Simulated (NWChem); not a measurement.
System: SiH₃SO₂Cl; SMILES S[Si](O)(Cl)O

The following NWChem deck was run.

```
start job
memory heap 200 mb stack 900 mb global 1100 mb
geometry units angstroms
  O      0.100662    -0.812929    -1.648259
  Si     0.065789    -0.347199    -0.106499
  O      0.396673    -1.635249     0.813808
  S      1.592636     1.132679     0.148691
  Cl    -1.761016     0.392687     0.353242
  H     -0.136997    -1.700184    -1.908228
  H      0.533722    -1.564970     1.754830
  H      1.151634     1.954911    -0.788581
end
basis spherical
  * library def2-svp
end
dft
  xc xpbe96 cpbe96
  disp vdw 4
  iterations 150
end
driver
  maxiter 120
end
task dft optimize
task dft freq
```

Parts of the log:

```
             Northwest Computational Chemistry Package (NWChem) 7.3.0
             --------------------------------------------------------

 C1  symmetry detected

                             Geometry "geometry" -> ""
                             -------------------------

 Output coordinates in angstroms (scale by  1.889725989 to convert to a.u.)

  No.       Tag          Charge          X              Y              Z
 ---- ---------------- ---------- -------------- -------------- --------------
    1 O                    8.0000    -1.22206603     0.01953478    -1.35251672
    2 Si                  14.0000    -0.34561814     0.04022441    -0.00101552
    3 O                    8.0000    -1.36274692     0.09290400     1.25524716
    4 S                   16.0000     0.78007814    -1.78067770     0.05853252
    5 Cl                  17.0000     0.87004534     1.65824521     0.01242259
    6 H                    1.0000    -2.07344066     0.44835259    -1.40314914
    7 H                    1.0000    -1.06208482     0.00431266     2.15580135
    8 H                    1.0000     1.38066210    -1.61464274    -1.10798294

 Effective nuclear repulsion energy (a.u.)     380.9028278220

                                Z-matrix (autoz)
                                --------

 Units are Angstrom for bonds and degrees for angles

      Type          Name      I     J     K     L     M      Value
      ----------- --------  ----- ----- ----- ----- ----- ----------
    1 Stretch                  1     2                       1.61095
    2 Stretch                  1     6                       0.95461
    3 Stretch                  2     3                       1.61726
    4 Stretch                  2     4                       2.14159
    5 Stretch                  2     5                       2.02386
    6 Stretch                  3     7                       0.95354
    7 Stretch                  4     8                       1.32251
    8 Bend                     1     2     3               108.05514
    9 Bend                     1     2     4               107.36053
   10 Bend                     1     2     5               110.03752
   11 Bend                     2     1     6               121.59746
   12 Bend                     2     3     7               122.16015
   13 Bend                     2     4     8                96.16733
   14 Bend                     3     2     4               109.67474
   15 Bend                     3     2     5               110.27782
   16 Bend                     4     2     5               111.33625
   17 Torsion                  1     2     3     7         172.34759
   18 Torsion                  1     2     4     8          56.52740
   19 Torsion                  3     2     1     6          30.64319
   20 Torsion                  3     2     4     8         173.69778
   21 Torsion                  4     2     1     6         148.86780
   22 Torsion                  4     2     3     7          55.61339
   23 Torsion                  5     2     1     6         -89.81432
   24 Torsion                  5     2     3     7         -67.34537
   25 Torsion                  5     2     4     8         -63.97131

  pbe96 is a nonlocal functional; adding pw91lda local functional.

                           NWChem Geometry Optimization
                           ----------------------------

 maximum gradient threshold         (gmax) =   0.000450
 rms gradient threshold             (grms) =   0.000300
 maximum cartesian step threshold   (xmax) =   0.001800
 rms cartesian step threshold       (xrms) =   0.001200
 fixed trust radius                (trust) =   0.300000
 source of zmatrix                         =   autoz

          -------------------
          Energy Minimization
          -------------------

 Using diagonal initial Hessian
 Scaling for Hessian diagonals: bonds = 1.00  angles = 0.25  torsions = 0.10

[...]

      ----------------------
      Optimization converged
      ----------------------

  Step       Energy      Delta E   Gmax     Grms     Xrms     Xmax
  ---- ---------------- -------- -------- -------- -------- --------
@   26   -1299.17400786 -2.3D-08  0.00001  0.00000  0.00041  0.00106
                                     ok       ok       ok       ok

                                Z-matrix (autoz)
                                --------

 Units are Angstrom for bonds and degrees for angles

      Type          Name      I     J     K     L     M      Value     Gradient
      ----------- --------  ----- ----- ----- ----- ----- ---------- ----------
    1 Stretch                  1     2                       1.65682    0.00001
    2 Stretch                  1     6                       0.97463    0.00000
    3 Stretch                  2     3                       1.66247   -0.00001
    4 Stretch                  2     4                       2.13484    0.00001
    5 Stretch                  2     5                       2.08927   -0.00000
    6 Stretch                  3     7                       0.97358    0.00000
    7 Stretch                  4     8                       1.36242    0.00001
    8 Bend                     1     2     3               108.07258    0.00000
    9 Bend                     1     2     4               109.52841   -0.00000
   10 Bend                     1     2     5               109.59618   -0.00000
   11 Bend                     2     1     6               114.66273    0.00000
   12 Bend                     2     3     7               115.40663   -0.00001
   13 Bend                     2     4     8                92.92444   -0.00000
   14 Bend                     3     2     4               110.20444    0.00000
   15 Bend                     3     2     5               109.85227    0.00000
   16 Bend                     4     2     5               109.56490   -0.00000
   17 Torsion                  1     2     3     7        -173.74151    0.00000
   18 Torsion                  1     2     4     8          82.96454   -0.00000
   19 Torsion                  3     2     1     6          61.84761    0.00000
   20 Torsion                  3     2     4     8        -158.26740   -0.00000
   21 Torsion                  4     2     1     6        -178.07254    0.00000
   22 Torsion                  4     2     3     7          66.60400   -0.00000
   23 Torsion                  5     2     1     6         -57.84557   -0.00000
   24 Torsion                  5     2     3     7         -54.20988   -0.00000
   25 Torsion                  5     2     4     8         -37.28152    0.00000

                         Geometry "geometry" -> "geometry"
                         ---------------------------------

 Output coordinates in angstroms (scale by  1.889725989 to convert to a.u.)

[...]

 Rotational Constants
 --------------------
 A=   0.092272 cm-1  (  0.132756 K)
 B=   0.063276 cm-1  (  0.091037 K)
 C=   0.052932 cm-1  (  0.076156 K)

 Temperature                      =   298.15K
 frequency scaling parameter      =   1.0000

 Zero-Point correction to Energy  =   24.365 kcal/mol  (  0.038828 au)
 Thermal correction to Energy     =   29.376 kcal/mol  (  0.046814 au)
 Thermal correction to Enthalpy   =   29.968 kcal/mol  (  0.047758 au)

 Total Entropy                    =   88.254 cal/mol-K
   - Translational                =   40.480 cal/mol-K (mol. weight = 129.9311)
   - Rotational                   =   28.035 cal/mol-K (symmetry #  =        1)
   - Vibrational                  =   19.739 cal/mol-K

 Cv (constant volume heat capacity) =   25.812 cal/mol-K
   - Translational                  =    2.979 cal/mol-K
   - Rotational                     =    2.979 cal/mol-K
   - Vibrational                    =   19.853 cal/mol-K

[normal modes left out]

 ----------------------------------------------------------------------------
 Normal Eigenvalue ||           Projected Infra Red Intensities
  Mode   [cm**-1]  || [atomic units] [(debye/angs)**2] [(KM/mol)] [arbitrary]
 ------ ---------- || -------------- ----------------- ---------- -----------
    1       -0.000 ||    0.000078           0.002         0.076       0.014
    2       -0.000 ||    0.000033           0.001         0.032       0.006
    3       -0.000 ||    0.000017           0.000         0.017       0.003
    4       -0.000 ||    0.000063           0.001         0.061       0.011
    5       -0.000 ||    0.000109           0.003         0.107       0.020
    6        0.000 ||    0.000202           0.005         0.197       0.036
    7       66.792 ||    0.029465           0.680        28.724       5.290
    8      129.628 ||    0.025123           0.580        24.491       4.511
    9      182.548 ||    0.007319           0.169         7.135       1.314
   10      213.842 ||    0.015235           0.351        14.852       2.735
   11      256.343 ||    0.039353           0.908        38.363       7.066
   12      271.038 ||    0.007335           0.169         7.150       1.317
   13      301.314 ||    0.056800           1.310        55.371      10.198
   14      319.079 ||    0.087888           2.028        85.678      15.780
   15      465.162 ||    0.037785           0.872        36.835       6.784
   16      561.367 ||    0.171197           3.950       166.892      30.738
   17      718.227 ||    0.038088           0.879        37.130       6.839
   18      795.128 ||    0.190815           4.402       186.016      34.261
   19      802.813 ||    0.228533           5.272       222.785      41.033
   20      877.992 ||    0.135070           3.116       131.672      24.252
   21      959.070 ||    0.087592           2.021        85.389      15.727
   22     2623.331 ||    0.000581           0.013         0.566       0.104
   23     3745.864 ||    0.083935           1.936        81.824      15.070
   24     3762.240 ||    0.094070           2.170        91.704      16.890
 ----------------------------------------------------------------------------
```

Level: PBE-D3(BJ)/def2-SVP.
